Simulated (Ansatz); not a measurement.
Reaction (ligand exchange at the Si–S bond): `FCS[SiH2]Cl` + `C[SiH](S)Cl` → `C[SiH](Cl)S[SiH2]Cl` + `FCS`

Program: Ansatz. Geometries: PBE0-D4/def2-TZVP. ΔE: electronic, gas phase. CCSD(T)/CBS adds triple-zeta CCSD(T) − MP2 to the extrapolated MP2 energy (def2 sets, frozen cores). Functionals use def2-TZVPP. One conformer a species, not always the lowest.

```csv
level,ΔE (kJ/mol)
PBE,-5.5
MP2/def2-TZVPP,-12.4
```

Q: What does CCSD(T)/CBS give? (Estimate.)

A: The calculation gave: -10.8 kJ/mol. The listed levels differ from it by 5.3, -1.6 kJ/mol.

Largest T1 diagnostic among the species: 0.011.

The D4 term adds −6.7 kJ/mol with B3LYP and −3.9 kJ/mol with PBE0; it sums over pairs of atoms, weighted by their polarisabilities, and B3LYP, whose exchange is more repulsive, gets the larger term. In def2-TZVPP, CCSD(T) changes the Hartree–Fock value by −3.7 kJ/mol (the triples alone add −0.7 kJ/mol) and MP2 by −6.3 kJ/mol.

B3LYP here is the variant with VWN-RPA as its local correlation; programs differ in this.
